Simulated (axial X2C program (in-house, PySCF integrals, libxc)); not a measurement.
# Working with the constants of LiSc⁺

A bond curve at the PBE0 level, with spin–orbit coupling, was computed with an in-house all-electron X2C program for linear molecules (integrals from PySCF) (basis Sc dyall-cv3z [10s11p7d5f2g], Li dyall-cv3z [7s8p2d] (cores contracted in-house)) for the state Ω = 1/2 (⟨Sz⟩ = 0.50, ⟨Lz⟩ = 0.00 at PBE0). Its fit gives Re = 3.0883 Å, ωe = 260.5 cm⁻¹, ωexe = 1.9 cm⁻¹ and αe = 3.113e-03 cm⁻¹; the masses are 44.9559 and 7.0160 u. Two-component means X2C with spin–orbit coupling and atomic mean-field Coulomb and Gaunt terms.

Problem. Find the reduced mass, Be and the force constant.

Solution. From the PBE0 values: μ = 6.0689 u. Be = 16.8576/(μ Re²) = 0.2912 cm⁻¹. k = 5.8918×10⁻⁷ μ ωe² = 0.243 mdyn/Å.

Problem. Estimate the centrifugal constant by the Kratzer relation.

Solution. D = 4Be³/ωe² = 1.46e-06 cm⁻¹.

Problem. Where do the fundamental and the first overtone lie?

Solution. ν(1←0) = ωe − 2ωexe = 256.7 cm⁻¹; ν(2←0) = 2ωe − 6ωexe = 509.6 cm⁻¹.

Problem. A Morse curve ties αe to the other constants (Pekeris). How well does that hold?

Solution. αe(Morse) = 6Be²/ωe × (√(ωexe/Be) − 1) = 3.036e-03 cm⁻¹; the PBE0 curve gives 3.113e-03 cm⁻¹, a ratio of 0.98.

The state is a single determinant with fixed occupations, the lowest that a limited PBE0 search found. Density functionals use the spin component along the axis (collinear). PBE0 can misorder states that lie within some tenths of an eV, so this need not be the ground state of the molecule. The nearest other 2c determinant of the search, Ω = 3/2, lies 0.07 eV up at the distance of the search.
